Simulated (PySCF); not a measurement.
C₆ coefficients of unlike pairs at PBE

Calculated with PySCF 2.14 from the dipole response of each species, C₆(A,B) = (3/π) ∫ α_A(iu) α_B(iu) du, in atomic units, from isotropic polarisabilities. For ions this is the dispersion term alone; charge-induced terms of lower order in 1/R come first.

```json
{"species": "Cr⁺", "configuration": "[Ar] 3d5 (6S)", "basis": "aug-cc-pVTZ (8s7p5d3f2g)", "relativity": "none", "α (bohr³)": "13.95", "C₆ (like pair)": "52.09"}
{"species": "Pt", "configuration": "[Xe] 4f14 5d9 6s1 (3D)", "basis": "aug-cc-pwCVDZ-PP with ECP60MDF (6s6p5d3f)", "relativity": "core potential", "α (bohr³)": "37.01", "C₆ (like pair)": "326.8"}
{"species": "Co³⁺", "configuration": "[Ar] 3d6 (5D)", "basis": "dyall-av2z (16s12p7d2f)", "relativity": "none", "α (bohr³)": "1.768", "C₆ (like pair)": "4.105"}
```

Estimate C₆ for Co³⁺ with Pt.

The integral gives 30.09. The combination rule 2 C_A C_B / (C_A α_B/α_A + C_B α_A/α_B) gives 26.42 and the geometric mean 36.63.

No spin-orbit coupling is included.

The other pairs:

```csv
pair,C₆
"Pt, Cr⁺",130.0
"Co³⁺, Cr⁺",12.65
```
